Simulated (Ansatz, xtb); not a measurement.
# C5H4BF3S: which of two isomers lies lower

We compare I, `Bc1csc(C(F)(F)F)c1`, a singlet, with II, `Bc1cscc1C(F)(F)F`, a singlet. Both are isolated molecules in the gas phase, relaxed with B3LYP/def2-SVP; the shapes shown needn't be the lowest conformers.

I (Å):

```xyz
14

C    -0.4488    0.0700   -1.6141
C     0.0605   -1.2243   -1.6026
C    -0.4107   -0.4219    0.6850
C    -0.5627   -0.2914    2.1693
C    -0.7139    0.5110   -0.2676
B    -0.6777    0.8717   -2.9025
F     0.6127   -0.4344    2.8087
F    -1.3904   -1.2250    2.6731
F    -1.0594    0.9118    2.4917
S     0.2156   -1.8874   -0.0304
H    -1.1225    1.9924   -2.8564
H    -0.4115    0.3805   -3.9721
H     0.3538   -1.8193   -2.4682
H    -1.1180    1.4940   -0.0233
```

II (Å):

```yaml
atoms:
  - { symbol: C, position_ang: [0.5380, 1.6358, -0.1510] }
  - { symbol: C, position_ang: [0.0885, 0.6833, -1.0546] }
  - { symbol: C, position_ang: [1.1100, -0.3873, 0.9256] }
  - { symbol: C, position_ang: [1.1305, 0.9785, 0.9969] }
  - { symbol: C, position_ang: [1.7212, 1.7079, 2.1720] }
  - { symbol: B, position_ang: [0.3807, 3.1416, -0.4254] }
  - { symbol: F, position_ang: [2.1997, 0.8509, 3.0930] }
  - { symbol: F, position_ang: [2.7383, 2.5058, 1.8028] }
  - { symbol: F, position_ang: [0.8108, 2.4847, 2.7847] }
  - { symbol: S, position_ang: [0.3685, -0.9324, -0.5418] }
  - { symbol: H, position_ang: [-0.1471, 3.4894, -1.4534] }
  - { symbol: H, position_ang: [0.7677, 3.9719, 0.3530] }
  - { symbol: H, position_ang: [-0.4005, 0.8755, -2.0097] }
  - { symbol: H, position_ang: [1.4904, -1.0990, 1.6559] }
```

Task: Estimate E(II) − E(I) at the level CCSD(T)/def2-SVP + ΔMP2/def2-TZVPP.

Result: CCSD(T)/def2-SVP + ΔMP2/def2-TZVPP gives E(II) − E(I) = −1.54 kcal/mol, slightly favouring structure II, which is too small a margin to settle the true order.

Level by level:

```json
{"level": "GFN2-xTB", "geometry": "GFN2-xTB", "E(II) − E(I) (kcal/mol)": "−2.01", "departure from the last row (kcal/mol)": "−0.47", "job, with rough time for the two": "optimisation, 0.3 s"}
{"level": "HF/STO-3G", "geometry": "GFN2-xTB", "E(II) − E(I) (kcal/mol)": "−0.87", "departure from the last row (kcal/mol)": "+0.67", "job, with rough time for the two": "single point, 1.1 s"}
{"level": "r2SCAN-D4/def2-SVP", "geometry": "GFN2-xTB", "E(II) − E(I) (kcal/mol)": "−1.76", "departure from the last row (kcal/mol)": "−0.22", "job, with rough time for the two": "single point, 14 s"}
{"level": "B3LYP/def2-SVP", "geometry": "B3LYP/def2-SVP", "E(II) − E(I) (kcal/mol)": "−1.37", "departure from the last row (kcal/mol)": "+0.17", "job, with rough time for the two": "optimisation, 2.8 min"}
{"level": "HF/def2-SVP", "geometry": "B3LYP/def2-SVP", "E(II) − E(I) (kcal/mol)": "−1.29", "departure from the last row (kcal/mol)": "+0.25", "job, with rough time for the two": "part of the CCSD(T) run"}
{"level": "MP2/def2-SVP", "geometry": "B3LYP/def2-SVP", "E(II) − E(I) (kcal/mol)": "−2.11", "departure from the last row (kcal/mol)": "−0.57", "job, with rough time for the two": "part of the CCSD(T) run"}
{"level": "CCSD(T)/def2-SVP", "geometry": "B3LYP/def2-SVP", "E(II) − E(I) (kcal/mol)": "−1.93", "departure from the last row (kcal/mol)": "−0.39", "job, with rough time for the two": "single point"}
{"level": "CCSD(T)/def2-SVP + ΔMP2/def2-TZVPP", "geometry": "B3LYP/def2-SVP", "E(II) − E(I) (kcal/mol)": "−1.54", "departure from the last row (kcal/mol)": "", "job, with rough time for the two": "single point, 9 min"}
```

As drawn, both hold the same kinds of bond in the same numbers.

The largest departure from CCSD(T)/def2-SVP + ΔMP2/def2-TZVPP is that of HF/STO-3G, 0.67 kcal/mol. The last row adds to CCSD(T) the change of the MP2 difference between the two basis sets, here +0.39 kcal/mol.

With thermal terms from frequencies at re-optimised GFN2-xTB minima (ideal gas, soft modes damped towards free rotors, one conformer each, 298.15 K, 1 atm): on the last row, ΔE + ΔZPE = −1.45, ΔH = −1.51, ΔG = −1.28 kcal/mol.

The correlated steps freeze 14 core orbitals. Programs: Ansatz 0.2.0, xtb 6.7.1; the last row on 2 threads of Arm Neoverse V1 on a shared host.
